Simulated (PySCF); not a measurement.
C5H6Se, SMILES C(=C1CC[Se]1)=C. Geometry: PBE-D3(BJ)/def2-SVP. This is a generated structure with no PubChem entry under its InChIKey; it may be hypothetical.

Computed equilibrium geometry at PBE-D3(BJ)/def2-SVP (PySCF confirms it by a frequency run) as Cartesian coordinates in Å:
```xyz
12

C      2.8994    -1.4652    -0.4001
C      1.6612    -1.0071    -0.4019
C      0.4322    -0.5471    -0.3984
C     -0.8123    -0.8724    -1.2142
C     -1.8082     0.1256    -0.5738
Se    -0.4266     0.8230     0.6886
H      3.6879    -1.0145    -1.0310
H      3.2026    -2.3213     0.2308
H     -0.6588    -0.6952    -2.2992
H     -1.1242    -1.9310    -1.0941
H     -2.1802     0.9162    -1.2515
H     -2.6575    -0.3377    -0.0383
```
